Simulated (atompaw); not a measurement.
Scattering properties, PAW (atompaw) potential for oxygen (O)

```
Element                 : O (Z = 8)
Generator               : atompaw 4.2.0.5
Type                    : PAW
Functional              : LDA (PW92)
Relativity              : scalar-relativistic
Frozen core             : [He]
Valence charge          : 6
Reference configuration : 2s2 2p4
Partial waves           : 2s (bound): rc 0.70 bohr; 2s channel at 3.1 Ry: rc 0.70 bohr; 2p (bound): rc 2.25 bohr; 2p channel at 2.45 Ry: rc 2.25 bohr; 3d channel at 0.3 Ry: rc 2.15 bohr
Local potential         : bessel scheme, radius 1.85 bohr
Core correction         : smooth core density matched at 2.20 bohr
Augmentation charge     : gaussian compensation charge, radius 2.20 bohr; PAW radius 2.25 bohr; waves and projectors: custom rrkj vanderbiltortho
```

The phase is arctan(r·u′/u) with u = r·R(r), unwrapped; energies in Ry, scanned from -4 to 5 Ry. A pole is an energy at which the radial function vanishes at the test radius. The pseudo phase is shifted by a multiple of π to meet the all-electron one at the reference energy, and phase errors are pseudo minus all-electron; the curves can meet again beyond the range given. Levels narrower than the energy grid can be missing from the lists of poles.

```json
{"channel": "s", "radius (bohr)": "2.26", "reference energy (Ry)": "-1.75", "poles, all-electron": "-1.50", "poles, pseudo": "-1.50", "unbroken range about the reference energy with phases within 0.05 rad": "the whole range", "phase error 1 Ry above the reference energy (rad)": "-0.000"}
{"channel": "p", "radius (bohr)": "2.26", "reference energy (Ry)": "-0.68", "poles, all-electron": "-0.35", "poles, pseudo": "-0.34", "unbroken range about the reference energy with phases within 0.05 rad": "the whole range", "phase error 1 Ry above the reference energy (rad)": "+0.013"}
{"channel": "d", "radius (bohr)": "2.26", "reference energy (Ry)": "0.30", "poles, all-electron": "4.26", "poles, pseudo": "4.39", "unbroken range about the reference energy with phases within 0.05 rad": "the whole range", "phase error 1 Ry above the reference energy (rad)": "+0.002"}
```

Phases in the d channel:

```tsv
E (Ry)	all-electron	pseudo
-4.00	1.370	1.370
-3.52	1.359	1.359
-3.04	1.347	1.347
-2.56	1.332	1.332
-2.08	1.314	1.315
-1.60	1.292	1.292
-1.12	1.264	1.264
-0.64	1.225	1.225
-0.16	1.170	1.170
0.32	1.084	1.084
0.80	0.931	0.931
1.28	0.608	0.610
1.76	-0.112	-0.101
2.24	-0.871	-0.857
2.72	-1.224	-1.213
3.20	-1.392	-1.381
3.68	-1.490	-1.478
4.16	-1.559	-1.544
4.64	-1.615	-1.596
```
